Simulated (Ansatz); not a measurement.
A nudged elastic band was laid between two geometries of C4H8OSe (14 atoms, charge 0, multiplicity 1).

All numbers below come from RKS PBE-D4/def2-SVP (Ansatz).

- movable images: 7
- climbing image: yes
- spring: 5.0 eV/Å²
- optimiser: quadratic models (default)
- start path: through a guess of the saddle point
- force threshold: 0.05 eV/Å
- iteration limit: 60
- end points: relaxed

First end point:

```xyz
14
Properties=species:S:1:pos:R:3
C 0.705 -1.341 1.930
C 0.549 -1.271 0.412
C 0.113 0.101 -0.075
O 0.384 1.143 0.485
Se -0.924 0.028 -1.741
C -1.094 1.962 -1.955
H 1.388 -0.547 2.287
H -0.269 -1.199 2.440
H 1.114 -2.323 2.239
H -0.154 -2.039 0.025
H 1.522 -1.473 -0.090
H -2.163 2.240 -1.981
H -0.598 2.401 -1.065
H -0.588 2.286 -2.883
```

Last end point:

```xyz
14
Properties=species:S:1:pos:R:3
C 0.711 -1.443 1.527
C 0.208 -0.533 0.409
C 0.215 0.934 0.807
O 0.585 1.351 1.883
Se -0.413 2.244 -0.518
C -0.887 1.113 -2.053
H 1.746 -1.178 1.818
H 0.082 -1.343 2.433
H 0.697 -2.503 1.206
H -0.826 -0.801 0.099
H 0.821 -0.641 -0.512
H -0.004 0.569 -2.437
H -1.693 0.402 -1.793
H -1.255 1.801 -2.838
```

Q: What changes between the two ends?

A: No bond is made or broken. The dihedral O4–C3–Se5–C6 goes from 3 to 180°.

Q: What energy profile does the band end with?

A: The forces met the threshold. The highest image is number 4 of 0 to 8, 0.50 eV above the first end and 0.32 eV above the last; the last end lies 0.19 eV above the first. A vibrational analysis at the climbing image gives one clearly imaginary mode, 80i cm⁻¹: a first-order saddle point.

```tsv
image	path coordinate (Å)	energy (eV)	dihedral O4–C3–Se5–C6 (°)
0	0.00	0.00	3
1	1.12	0.03	-9
2	2.25	0.17	-29
3	3.37	0.39	-58
4	4.49	0.50	-94
5	5.50	0.41	-133
6	6.50	0.27	-163
7	7.50	0.21	-175
8	8.51	0.19	180
```

Q: What is the geometry of the highest image?

A: 
```xyz
14
Properties=species:S:1:pos:R:3
C 0.477 -1.291 1.798
C 0.436 -0.951 0.312
C 0.880 0.459 -0.006
O 1.321 1.244 0.793
Se 0.689 0.950 -1.977
C -1.187 1.515 -1.765
H 1.498 -1.161 2.207
H -0.195 -0.628 2.378
H 0.163 -2.339 1.971
H -0.574 -1.091 -0.133
H 1.086 -1.619 -0.297
H -1.830 0.670 -1.452
H -1.258 2.346 -1.039
H -1.518 1.869 -2.760
```

Q: What are the harmonic wavenumbers there?

A: 80i, 76, 125, 147, 198, 204, 283, 337, 468, 582, 681, 752, 872, 875, 906, 982, 1023, 1070, 1203, 1241, 1291, 1339, 1357, 1386, 1399, 1413, 1421, 1814, 2974, 2984, 2988, 3009, 3079, 3083, 3096, 3107 cm⁻¹.

The band took 13 iterations and about 6 core-minutes.

The run took 3.3 min on 2 threads of AMD EPYC 9R14 (Zen 4) (shared host), peak memory 0.24 GiB.
